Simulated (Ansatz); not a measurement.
B2(F)4 (B2F4), 6 atoms. Hardware: 4 threads of Arm Neoverse V1 on a shared host.

Problem. How many basis functions does each of these Ansatz runs have, and roughly what does it cost? HSE06-D4/def2-TZVP, charge 0 singlet, energy, from earlier orbitals; PBE-D4/def2-TZVPD, charge -1 doublet at the geometry of the charge 0 singlet, energy, from earlier orbitals; PBE0-D4/def2-TZVP, charge 0 triplet at the geometry of the charge 0 singlet, energy; PBE0-D4/def2-SVP, charge -1 doublet at the geometry of the charge 0 singlet, energy with a search over starts; r2SCAN-D4/def2-SVP, charge 0 singlet, frequencies; PBE-D4/def2-TZVP, charge 0 singlet, energy, from earlier orbitals; r2SCAN-D4/def2-TZVPD, charge 0 singlet, energy, from earlier orbitals; r2SCAN-D4/def2-SVP, charge 0 singlet, relaxation, 5 steps; PBE0-D4/def2-TZVP, charge 0 singlet, energy, from earlier orbitals; revPBE-D4/def2-TZVP, charge 0 singlet, energy and forces, from earlier orbitals; PBE-D4/def2-TZVPD, charge 0 singlet, energy, from earlier orbitals; B3LYP-D4/6-31G, charge 0 singlet, energy.

Solution. Other jobs shared the machine, so times can vary by a factor of up to 3. A dash marks memory too small to be measured apart from the calling script's.

```json
{"run": "B3LYP-D4/6-31G, charge 0 singlet, energy", "functions": "54", "fitting or Cholesky vectors": "552", "wall time": "0.5 s", "peak host memory (GiB)": "–"}
{"run": "PBE-D4/def2-TZVP, charge 0 singlet, energy, from earlier orbitals", "functions": "186", "fitting or Cholesky vectors": "962", "wall time": "0.95 s", "peak host memory (GiB)": "–"}
{"run": "revPBE-D4/def2-TZVP, charge 0 singlet, energy and forces, from earlier orbitals", "functions": "186", "fitting or Cholesky vectors": "962", "wall time": "1.2 s", "peak host memory (GiB)": "–"}
{"run": "PBE0-D4/def2-TZVP, charge 0 singlet, energy, from earlier orbitals", "functions": "186", "fitting or Cholesky vectors": "962", "wall time": "1.3 s", "peak host memory (GiB)": "–"}
{"run": "HSE06-D4/def2-TZVP, charge 0 singlet, energy, from earlier orbitals", "functions": "186", "fitting or Cholesky vectors": "962", "wall time": "1.5 s", "peak host memory (GiB)": "–"}
{"run": "PBE-D4/def2-TZVPD, charge 0 singlet, energy, from earlier orbitals", "functions": "234", "fitting or Cholesky vectors": "1118", "wall time": "1.6 s", "peak host memory (GiB)": "–"}
{"run": "PBE0-D4/def2-SVP, charge -1 doublet at the geometry of the charge 0 singlet, energy with a search over starts", "functions": "84", "fitting or Cholesky vectors": "792", "wall time": "1.9 s", "peak host memory (GiB)": "–"}
{"run": "r2SCAN-D4/def2-TZVPD, charge 0 singlet, energy, from earlier orbitals", "functions": "234", "fitting or Cholesky vectors": "1118", "wall time": "3.2 s", "peak host memory (GiB)": "–"}
{"run": "PBE0-D4/def2-TZVP, charge 0 triplet at the geometry of the charge 0 singlet, energy", "functions": "186", "fitting or Cholesky vectors": "962", "wall time": "3.2 s", "peak host memory (GiB)": "–"}
{"run": "r2SCAN-D4/def2-SVP, charge 0 singlet, relaxation, 5 steps", "functions": "84", "fitting or Cholesky vectors": "900", "wall time": "6 s", "peak host memory (GiB)": "–"}
{"run": "PBE-D4/def2-TZVPD, charge -1 doublet at the geometry of the charge 0 singlet, energy, from earlier orbitals", "functions": "234", "fitting or Cholesky vectors": "1579", "wall time": "20 s", "peak host memory (GiB)": "0.67"}
{"run": "r2SCAN-D4/def2-SVP, charge 0 singlet, frequencies", "functions": "84", "fitting or Cholesky vectors": "900", "wall time": "23 s", "peak host memory (GiB)": "–"}
```
